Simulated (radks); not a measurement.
Spherical quantum dot in the effective-mass picture: electrons in a well V = -V0 / (1 + exp((r - R)/a)) with V0 = 39.4, R = 1.75, a = 0.16, with a point charge +1 (a donor) at the centre, all in effective atomic units (hartree* = m*/eps^2 hartree, bohr* = eps/m* bohr), one dielectric constant everywhere. Method: non-relativistic Kohn-Sham, PBEsol, spin-polarised, spherical densities; computed with a radial shooting solver with Libxc functionals. Levels are named by radial order and angular momentum (1s, 1p, 1d, 2s, ...), and open shells are averaged over m.

N = 22, configuration 1s2 1p6 1d10 2s2 1f(up 2, down 0). This is the lowest configuration that the search found. Occupied and some empty levels:

level    occupation  eigenvalue (hartree*)  <r> (bohr*)
1s up             1                -20.332       0.9441
1s down           1                -20.290       0.9403
1p up             3                -18.893        1.085
1p down           3                -18.838        1.083
1d up             5                -16.957        1.169
1d down           5                -16.896        1.168
2s up             1                -15.655       0.8397
2s down           1                -15.625       0.8416
1f up             2                -14.560        1.235
1f down           0                -14.495        1.235
2p up             0                -12.305       0.9903
2p down           0                -12.270       0.9906
1g up             0                -11.756        1.291
1g down           0                -11.689        1.291
2d up             0                -8.9885        1.101
2d down           0                -8.9489        1.101

Energy (hartree*): total -574.528, kinetic 90.694, external -842.47, Hartree 197.23, exchange-correlation -19.975.
